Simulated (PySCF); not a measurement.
A geometry optimisation on `[H][In-]([H])([H])[O]C` ([In(OMe)H3]-).

Computed with PBE0-D3(BJ)/def2-SVP geometry optimisation, gas phase, def2 core potentials past Kr (PySCF 2.14.0). Start geometry: GFN2-xTB. A driver script takes a list of jobs; this job's settings line and coordinates (Å) are shown.

Input:
```
{"job": {"xc": "PBE0", "basis": "def2-SVP", "d3": "d3bj", "grid": 1, "maxiter": 40, "kind": "geom"}, "charge": -1, "multiplicity": 1}
In    -0.377160     0.605800    -1.336320
O     -0.309280     0.541090     0.729230
C      0.323290    -0.514950     1.353690
H     -0.103180    -1.496630     1.083130
H      0.222330    -0.403500     2.449090
H      1.403200    -0.563740     1.126870
H      1.232280     0.609190    -1.901530
H     -1.223210     2.032130    -1.639720
H     -1.168270    -0.809390    -1.864420
```

Output:
```
step   0  E = -306.84592902  max force = 0.023939
step   1  E = -306.85186335  max force = 0.009057
step   2  E = -306.85215370  max force = 0.004024
step   3  E = -306.85220446  max force = 0.000371
step   4  E = -306.85220816  max force = 0.000230
optimisation converged
```

Energies in Eh; «max force» is the largest Cartesian gradient component in Eh/bohr.

How much energy does the optimisation release, in eV?

E(step 0) − E(last step) = 0.006279 Eh, which is 0.171 eV.

Give the first gradient maximum in eV/Å.

With 1 Eh/bohr = 51.422 eV/Å, 1.231 eV/Å.

Main results: final energy -306.85221 Eh after 4 steps.

Give the final coordinates.

0.061 Å rms from the input after alignment:
```
atom  x, y, z in Å
In1   -0.3819    0.6144   -1.3501
O2    -0.3092    0.5467    0.7548
C3     0.3149   -0.4993    1.3562
H4    -0.1056   -1.5110    1.1079
H5     0.2565   -0.4329    2.4731
H6     1.4121   -0.5907    1.1325
H7     1.3167    0.6424   -1.9088
H8    -1.2780    2.1066   -1.7017
H9    -1.2256   -0.8763   -1.8639
```

Time: 12 s of wall time. Hardware: Arm Neoverse V2, one thread, shared host.
Labels such as C1 count atoms from 1, the log's own numbers from 0.
